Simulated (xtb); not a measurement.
C4H6, triplet, at a GFN2-xTB geometry (a higher spin typed on purpose: for a closed-shell molecule this is an excited state); xtb with GFN2-xTB with GBSA(methanol).

Input for xtb:
```
$ xtb mol.xyz --gfn 2 --uhf 2 --gbsa methanol --json

# file mol.xyz
10

C      1.75459894     0.26377965    -0.67660968
C      0.65006782    -0.06047826     0.17782132
C     -0.68699479     0.05653341    -0.16793300
C     -1.72770442    -0.25764166     0.66056493
H      2.19484393     1.24621075    -0.67237424
H      2.20858178    -0.47942751    -1.30949762
H      0.87209543    -0.42840088     1.17912116
H     -0.91126285     0.42192830    -1.16243482
H     -2.74878768    -0.14912379     0.34462915
H     -1.55527588    -0.62434574     1.65749488
```

What the program printed (banner, timings and long lists left out):

```
   ID    Z sym.   atoms
    1    6 C      1-4
    2    1 H      5-10

           -------------------------------------------------
          |                Calculation Setup                |
           -------------------------------------------------

           -------------------------------------------------
          |                 G F N 2 - x T B                 |
           -------------------------------------------------

      * Solvation model:               GBSA
        Solvent                        methanol
        Parameter file                 internal GFN2-xTB/GBSA
        Dielectric constant                3.2700E+01
        Reference state                gsolv [1 M gas/solution]
        Free energy shift                  3.3569E-03 Eh       2.1065E+00 kcal/mol
        Temperature                        2.9815E+02 K
        Density                            7.9200E-01 kg/L
        Solvent mass                       3.2040E+01 g/mol
        Interaction kernel             Still
        Born radius scaling (c1)           1.6087E+00
        Born radii integrator          GBOBC
        Born offset                        5.6550E-04 a0       1.0686E-03 AA
        H-bond correction              true
        Ion screening                  false
        Surface tension                    1.0000E-05 Eh       1.5569E+01 dyn/cm
        Grid points                               230 per atom

          ...................................................
          :                      SETUP                      :
          :.................................................:
          :  # basis functions                  22          :
          :  # atomic orbitals                  22          :
          :  # shells                           14          :
          :  # electrons                        22          :
          :  max. iterations                   250          :
          :  Hamiltonian                  GFN2-xTB          :
          :  restarted?                      false          :
          :  GBSA solvation                   true          :
          :  PC potential                    false          :
          :  electronic temp.          300.0000000     K    :
          :  accuracy                    1.0000000          :
          :  -> integral cutoff          0.2500000E+02      :
          :  -> integral neglect         0.1000000E-07      :
          :  -> SCF convergence          0.1000000E-05 Eh   :
          :  -> wf. convergence          0.1000000E-03 e    :
          :  Broyden damping             0.4000000          :
          :  net charge                          0          :
          :  unpaired electrons                  2          :
          ...................................................

 iter      E             dE          RMSdq      gap      omega  full diag
   1    -11.6424745 -0.116425E+02  0.442E+00    4.12       0.0  T
   2    -11.6514431 -0.896863E-02  0.261E+00    4.02       1.0  T
   3    -11.6506991  0.744010E-03  0.598E-01    4.00       1.0  T
   4    -11.6514007 -0.701590E-03  0.374E-01    4.02       1.0  T
   5    -11.6525061 -0.110546E-02  0.605E-02    4.00       1.0  T
   6    -11.6525166 -0.104539E-04  0.361E-02    4.01       1.0  T
   7    -11.6525178 -0.120900E-05  0.343E-03    4.01       9.2  T
   8    -11.6525178 -0.261971E-07  0.887E-04    4.00      35.6  T
   9    -11.6525178 -0.773799E-10  0.298E-04    4.00     106.2  T

   *** convergence criteria satisfied after 9 iterations ***

 transition dipole moment (au) for excitation:          11          12
     X       Y       Z
   0.0000  -0.0058  -0.0021  total (au/Debye):    0.006   0.016
 dE (eV)             :    0.037
 oscillator strength :  0.49151E-07

         :::::::::::::::::::::::::::::::::::::::::::::::::::::
         ::                     SUMMARY                     ::
         :::::::::::::::::::::::::::::::::::::::::::::::::::::
         :: total energy             -11.444502749832 Eh    ::
         :: total w/o Gsasa/hb       -11.440060817872 Eh    ::
         :: gradient norm              0.001107075935 Eh/a0 ::
         :: HOMO-LUMO gap              4.004387200212 eV    ::
         ::.................................................::
         :: SCC energy               -11.652517732199 Eh    ::
         :: -> isotropic ES            0.002744968002 Eh    ::
         :: -> anisotropic ES          0.002578229655 Eh    ::
         :: -> anisotropic XC          0.012076101550 Eh    ::
         :: -> dispersion             -0.004324960151 Eh    ::
         :: -> Gsolv                  -0.004545212245 Eh    ::
         ::    -> Gelec               -0.000103280285 Eh    ::
         ::    -> Gsasa               -0.007433104379 Eh    ::
         ::    -> Ghb                 -0.000365757103 Eh    ::
         ::    -> Gshift               0.003356929523 Eh    ::
         :: repulsion energy           0.208014982367 Eh    ::
         :: add. restraining           0.000000000000 Eh    ::
         :: total charge              -0.000000000000 e     ::
         :::::::::::::::::::::::::::::::::::::::::::::::::::::

           -------------------------------------------------
          |                Property Printout                |
           -------------------------------------------------

    * Orbital Energies and Occupations

         #    Occupation            Energy/Eh            Energy/eV
      -------------------------------------------------------------
         1        2.0000           -0.6201030             -16.8739
         2        2.0000           -0.5959626             -16.2170
         3        2.0000           -0.5590634             -15.2129
         4        2.0000           -0.5386104             -14.6563
         5        2.0000           -0.4973615             -13.5339
         6        2.0000           -0.4831732             -13.1478
         7        2.0000           -0.4827978             -13.1376
         8        2.0000           -0.4471607             -12.1679
         9        2.0000           -0.4339837             -11.8093
        10        2.0000           -0.4246523             -11.5554
        11        1.0000           -0.3139621              -8.5433
        12        1.0000           -0.3125923              -8.5061 (HOMO)
        13                         -0.1654337              -4.5017 (LUMO)
        14                          0.1073831               2.9220
        15                          0.1409097               3.8343
        16                          0.1755774               4.7777
        17                          0.2242618               6.1025
        18                          0.2969645               8.0808
        19                          0.3053501               8.3090
        20                          0.3272599               8.9052
        21                          0.5294540              14.4072
        22                          0.5562784              15.1371
      -------------------------------------------------------------
                  HL-Gap            0.1471585 Eh            4.0044 eV
             Fermi-level           -0.3041601 Eh           -8.2766 eV

     #   Z          covCN         q      C6AA      α(0)
     1   6 C        2.835    -0.115    30.910     9.111
     2   6 C        2.895    -0.034    28.840     8.805
     3   6 C        2.890    -0.027    28.676     8.780
     4   6 C        2.843    -0.103    30.584     9.063
     5   1 H        0.926     0.057     2.238     2.339
     6   1 H        0.926     0.057     2.238     2.339
     7   1 H        0.925     0.056     2.247     2.344
     8   1 H        0.925     0.035     2.511     2.478
     9   1 H        0.926     0.037     2.487     2.466
    10   1 H        0.926     0.037     2.489     2.467

 Mol. C6AA /au·bohr⁶  :        963.293203
 Mol. C8AA /au·bohr⁸  :      22314.070881
 Mol. α(0) /au        :         50.192944

Wiberg/Mayer (AO) data.
largest (>0.10) Wiberg bond orders for each atom

 ---------------------------------------------------------------------------
     #   Z sym  total        # sym  WBO       # sym  WBO       # sym  WBO
 ---------------------------------------------------------------------------
     1   6 C    3.179 --     2 C    1.159     5 H    0.952     6 H    0.952
     2   6 C    3.761 --     3 C    1.412     1 C    1.159     7 H    0.920
                             4 C    0.221
     3   6 C    3.991 --     4 C    1.552     2 C    1.412     8 H    0.965
     4   6 C    3.782 --     3 C    1.552     9 H    0.981    10 H    0.979
                             2 C    0.221
     5   1 H    0.996 --     1 C    0.952
     6   1 H    0.996 --     1 C    0.952
     7   1 H    0.994 --     2 C    0.920
     8   1 H    0.999 --     3 C    0.965
     9   1 H    0.999 --     4 C    0.981
    10   1 H    0.999 --     4 C    0.979
 ---------------------------------------------------------------------------

Topologies differ in total number of bonds
Writing topology from bond orders to xtbtopo.mol

molecular dipole:
                 x           y           z       tot (Debye)
 q only:        0.149       0.005      -0.009
   full:        0.166       0.001      -0.000       0.423
molecular quadrupole (traceless):
                xx          xy          yy          xz          yz          zz
 q only:        0.417       0.080      -0.576      -0.193      -0.316       0.159
  q+dip:        1.157       0.213      -1.929      -0.502      -1.160       0.772
   full:        0.570       0.085      -1.019      -0.190      -0.629       0.448

           -------------------------------------------------
          | TOTAL ENERGY              -11.444502749832 Eh   |
          | GRADIENT NORM               0.001107075935 Eh/α |
          | HOMO-LUMO GAP               4.004387200212 eV   |
           -------------------------------------------------

normal termination of xtb
```
